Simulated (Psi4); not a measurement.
methyl chloride (CH3Cl), singlet, at a GFN2-xTB geometry; Psi4 1.11 with CCSD(T)/6-31G**.

Here is a job for Psi4.
```
memory 2 GB

molecule {
0 1
C    -0.00149191    0.04693566   -1.12182869
Cl    0.00086957   -0.02735682    0.65386656
H    -0.03217621    1.09066645   -1.41847283
H     0.90554001   -0.42739850   -1.48323349
H    -0.87919504   -0.47981606   -1.48305307
}

set {
  basis 6-31g**
  freeze_core true
  mp2_type conv
  scf_type pk
  puream true
  d_convergence 1e-8
}

energy('ccsd(t)')
print_variables()
```

It wrote (shortened):

```
   => Loading Basis Set <=

    Name: 6-31G**
    Role: ORBITAL
    Keyword: BASIS

         ---------------------------------------------------------
                                   SCF
               by Justin Turney, Rob Parrish, Andy Simmonett
                          and Daniel G. A. Smith
                              RHF Reference
         ---------------------------------------------------------

  ==> Geometry <==

    Molecular point group: c1
    Full point group: C1

    Geometry (in Angstrom), charge = 0, multiplicity = 1:

       Center              X                  Y                   Z               Mass
    ------------   -----------------  -----------------  -----------------  -----------------
         C           -0.001624491856     0.051106725656    -1.221522964666    12.000000000000
         CL           0.000736988144    -0.023185754344     0.554172285334    34.968852682000
         H           -0.032308791856     1.094837515656    -1.518167104666     1.007825032230
         H            0.905407428144    -0.423227434344    -1.582927764666     1.007825032230
         H           -0.879327621856    -0.475644994344    -1.582747344666     1.007825032230

  Running in c1 symmetry.

  Rotational constants: A =      5.24674  B =      0.44734  C =      0.44734 [cm^-1]
  Rotational constants: A = 157293.25155  B =  13410.89747  C =  13410.89746 [MHz]
  Nuclear repulsion =   51.494865137134035

  Charge       = 0
  Multiplicity = 1
  Electrons    = 26
  Nalpha       = 13
  Nbeta        = 13

  ==> Algorithm <==

  SCF Algorithm Type is PK.
  DIIS enabled.
  MOM disabled.
  Fractional occupation disabled.
  Guess Type is SAD.
  Energy threshold   = 1.00e-08
  Density threshold  = 1.00e-08
  Integral threshold = 1.00e-12

  ==> Primary Basis <==

  Basis Set: 6-31G**
    Blend: 6-31G**
    Number of shells: 23
    Number of basis functions: 47
    Number of Cartesian functions: 49
    Spherical Harmonics?: true
    Max angular momentum: 2

  ==> Integral Setup <==

  Using in-core PK algorithm.
   Calculation information:
      Number of atoms:                   5
      Number of AO shells:              23
      Number of primitives:             57
      Number of atomic orbitals:        49
      Number of basis functions:        47

      Integral cutoff                 1.00e-12
      Number of threads:                 1

  Performing in-core PK
  Using 1273512 doubles for integral storage.
  We computed 37845 shell quartets total.
[...]
  @RHF Final Energy:  -499.09602938447290
    Total Energy =                       -499.0960293844728994
[...]
              2  12         0.0042819982

    Largest TIjAb Amplitudes:
      4   4   0   0        -0.0513432973
      3   3   2   2        -0.0336977889
      2   2   3   3        -0.0336977888
      4   4   0   1         0.0274387949
      4   4   1   0         0.0274387949
      4   4   1   1        -0.0264728370
      6   6   7   7        -0.0251572195
      5   5   6   6        -0.0251572195
      5   5  15  15        -0.0241624216
      6   6  14  14        -0.0241624212

    SCF energy       (wfn)                    = -499.096029384472899
    Reference energy (file100)                = -499.096029384472558

    Opposite-spin MP2 correlation energy      =   -0.213897622101875
    Same-spin MP2 correlation energy          =   -0.063461941151464
    Singles MP2 correlation energy            =   -0.000000000000000
    MP2 correlation energy                    =   -0.277359563253339
      * MP2 total energy                      = -499.373388947725914

    Opposite-spin CCSD correlation energy     =   -0.246548579853657
    Same-spin CCSD correlation energy         =   -0.060311948367876
    Singles CCSD correlation energy           =    0.000000000000000
    CCSD correlation energy                   =   -0.306860528221533
      * CCSD total energy                     = -499.402889912694093

            **************************
            *                        *
            *        CCTRIPLES       *
            *                        *
            **************************

    Wave function   =    CCSD_T
    Reference wfn   =      RHF

    Nuclear Rep. energy (wfn)                =   51.494865137134035
    SCF energy          (wfn)                = -499.096029384472899
    Reference energy    (file100)            = -499.096029384472558
    CCSD energy         (file100)            =   -0.306860528221533
    Total CCSD energy   (file100)            = -499.402889912694093

    Number of ijk index combinations:               84
    Approx. words needed per explicit thread:          157216
    Number of threads for explicit ijk threading:    1

    MKL num_threads set to 1 for explicit threading.

    (T) energy                                =   -0.007248583478908
      * CCSD(T) total energy                  = -499.410138496172976

  Variable Map:
  ----------------------------------------------------------------------------
[...]
  Array Variable Map:
  ----------------------------------------------------------------------------
[...]
[...]
```
